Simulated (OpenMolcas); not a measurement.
Mn, Tc, Re: d5 s2 down the group

* Program: OpenMolcas
* Method: RASSCF
* Basis: ANO-RCC-VTZP
* Scalar Hamiltonian: DKH2, point nucleus
* Spin-orbit coupling: RASSI with atomic mean-field integrals over the reference wave functions, term energies averaged over their components

Active space for each ion: 7 electrons in 9 orbitals (RAS2 d s; RAS3 p, at most 2 electrons).

Computed levels in cm-1 above 6S 5/2:

| Level | Mn | Tc | Re |
| --- | --- | --- | --- |
| 4G 11/2 | 27599 | 19954 | 19154 |
| 4G 9/2 | 27600 | 19984 | 19577 |
| 4G 7/2 | 27600 | 20011 | 18364 |
| weight of 6S in the lowest level (%) | 100 | 99 | 92 |

Mixed levels, with the weight of the term that names them: Re 4G 7/2 (63 %).

Measured, with the error of the calculation in %. Measured levels: Mn, Tc, Re from NIST Handbook of Basic Atomic Spectroscopic Data.

```tsv
Level	Re
4G 11/2	16307 (+17.5)
4G 9/2	16619 (+17.8)
4G 7/2	15058 (+22.0)
```

Without spin-orbit coupling 4G lies 27588, 20008, 18817 cm-1 above 6S in that order; the difference to the level 4G 11/2, of either sign, comes from spin-orbit coupling, which also lowers the zero.

Without dynamic correlation excited terms often stand tens of per cent too high (terms of higher spin than the ground term too low), and those without a measured partner can miss by more than the paired ones. Terms from blocks run as CI alone lack orbitals of their own. Some high roots are left out of the spin-orbit mixing, which shifts the levels that they would mix with (holds for Mn). Configurations are named by rounded mean occupations; where the s occupation lies near a half they are strongly mixed, a name can repeat and a true partner stay unpaired (holds for Tc; Re). Measured partners are found by configuration, term and J. A level has none where our copy of the source lacks it or the pairing is in doubt (some pairs that miss far off the trend of their configuration count as doubtful), and it then counts in no deviation. Levels of configurations outside the active space are missing.
